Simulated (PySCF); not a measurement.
Absolute configuration from chiroptical data

Method used: PySCF 2.14.0, TDDFT wB97X-D/def2-SVPD circular dichroism and optical rotation, one conformer, gas phase. Geometry: GFN2-xTB.

Values for one enantiomer of C₆H₉FSi, R in 10⁻⁴⁰ esu² cm² (velocity form):
```tsv
λ (nm)	f	R
222	0.010	+15.9
191	0.037	-21.8
184	0.045	-50.1
176	0.010	+20.8
171	0.033	+64.0
168	0.008	-4.2
166	0.056	-30.4
161	0.007	-7.0
157	0.197	-5.9
153	0.034	-25.5
152	0.090	-11.3
151	0.012	+46.9
```

[α] at 589.3 nm: +12 deg dm⁻¹ (g/mL)⁻¹ (origin-invariant length gauge).

(1) Which structure gives these signs?
A. C#C[C@@]1(F)[SiH2]C[C@H]1C
B. C#C[C@]1(F)[SiH2]C[C@@H]1C

## Answers

(1) B. Its CIP labels in SMILES order are R, S; the other enantiomer gives every sign reversed.

The signs above follow by mirror symmetry from the run on the other enantiomer. Geometry of C#C[C@@]1(F)[SiH2]C[C@H]1C as run:
```xyz
17

C     2.372   -1.529    0.120
C     1.542   -0.722    0.428
C     0.577    0.272    0.809
F     0.613    0.434    2.200
Si    0.630    1.931   -0.213
C    -0.937    1.034   -0.833
C    -0.871    0.004    0.318
C    -1.182   -1.426   -0.086
H     3.089   -2.243   -0.157
H     0.404    3.094    0.637
H     1.756    2.075   -1.129
H    -0.800    0.546   -1.797
H    -1.876    1.581   -0.876
H    -1.541    0.306    1.127
H    -1.077   -2.094    0.766
H    -0.503   -1.758   -0.868
H    -2.203   -1.493   -0.458
```
